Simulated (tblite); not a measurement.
C2H2N3, doublet, at a GFN2-xTB geometry; GFN1-xTB with ALPB(water) (tblite 0.6.0).

tblite was given this input:
```
$ tblite run mol.xyz --method gfn1 --charge 0 --spin 1 --alpb water --json tblite.json --no-restart

# file mol.xyz
7

C     -0.60350757    -0.82796458    -0.48881943
N      0.68981498    -0.87913391    -0.50636726
C      1.03177486     0.24989577     0.15562002
N      0.00120577     0.96304564     0.56190122
N     -1.06411527     0.25387661     0.13799864
H      2.04740336     0.53679080     0.33267363
H     -2.00534541     0.56710358     0.31179463
```

The log (banner, timings and long lists left out):

```
xTB calculator
 | screened Coulomb repulsion
 | Coulomb electrostatics
 |  * isotropic Klopman-Ohno-Mataga-Nishimoto electrostatics
 |  * onsite third-order electrostatics
 | DFT-D3(BJ) dispersion correction
 | Interactions (3)
 | [1] alpb/gbsa reaction field model
 | [2] cds contribution to solvation
 | [3] empirical free energy shift and standard state/solvent correction

halogen bonding energy    0.0000000000000E+00 Eh
repulsion energy          1.5812878150168E-01 Eh
dispersion energy        -1.9589658511307E-03 Eh
interaction energy        1.0224885829407E-03 Eh
number of electrons       2.5000000000000E+01 e
integral cutoff           1.9731147476801E+01 bohr

------------------------------------------------------------
  cycle        total energy    energy error   density error
------------------------------------------------------------
      1     -14.62603623803  -1.4783229E+01   6.8927399E-01
      2     -14.75159759256  -1.2556135E-01   3.7430192E-01
      3     -14.75430421424  -2.7066217E-03   1.8413312E-01
      4     -14.75599336270  -1.6891485E-03   2.7795507E-02
      5     -14.75670928749  -7.1592479E-04   4.6437901E-03
      6     -14.75671500880  -5.7213094E-06   1.0788097E-03
      7     -14.75671531818  -3.0938256E-07   2.0386441E-04
      8     -14.75671532950  -1.1321129E-08   7.9954512E-05
      9     -14.75671533361  -4.1089674E-09   6.3922084E-06
------------------------------------------------------------

electronic energy        -1.4913907637846E+01 Eh
total energy             -1.4756715333612E+01 Eh

Post processing:
 | Mayer-Wiberg bond orders

[Info] JSON dump of results written to 'tblite.json'
```
